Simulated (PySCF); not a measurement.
Molecule: `C[C@@H]1C=C(F)[C@@H](C)O1`, C6H9FO.

Bonds (- single, = double, # triple, : aromatic): C1-C2, C2-C3, C3=C4, C4-F5, C4-C6, C6-C7, C6-O8, O8-C2. C1 carries H9, H10, H11; C2 carries H12; C3 carries H13; C6 carries H14; C7 carries H15, H16, H17. Stereochemistry as in C[C@@H]1C=C(F)[C@@H](C)O1.

Frames of a GFN2-xTB Langevin trajectory at 300 K; GIAO PBE0/pcSseg-1 shieldings in PySCF 2.14, gas phase, non-relativistic; equivalent atoms averaged within each frame.

Shifts are taken against calculated references (same method and geometry level): 13C (186.93 ppm), 1H (31.72 ppm) against TMS; CFCl3 for 19F (170.95 ppm); H2O for 17O (336.08 ppm). The references are static minima.

How do the shifts (ppm) fluctuate along the trajectory?

Results:


```tsv
time (fs)	C4	C3	C6	C2	C1	C7	F5	O8	H12	H14
optimised geometry	172.7	110.9	81.1	82.6	26.3	23.5	-142.8	73.1	5.21	5.01
250	172.7	106.7	88.6	81.0	24.7	20.9	-136.7	83.3	5.43	4.94
425	169.7	104.8	81.5	89.3	22.0	22.6	-133.8	89.7	6.03	5.51
625	176.4	107.5	91.5	87.7	30.1	26.9	-139.6	106.2	5.71	5.96
800	174.2	111.2	91.8	84.7	29.6	21.1	-133.8	102.0	5.61	5.78
1000	176.1	122.3	75.7	81.4	29.8	23.0	-135.9	81.5	5.12	3.99
mean of frames	173.8	110.5	85.8	84.8	27.2	22.9	-136.0	92.5	5.58	5.24
standard deviation	2.8	7.0	7.0	3.7	3.7	2.4	2.4	11.1	0.34	0.80
```

5 frames give an uncertainty of the mean of about the standard deviation over 2.2 at best, since frames this close in time may not be independent; classical motion lacks zero-point vibration, and the reference would need the same averaging.
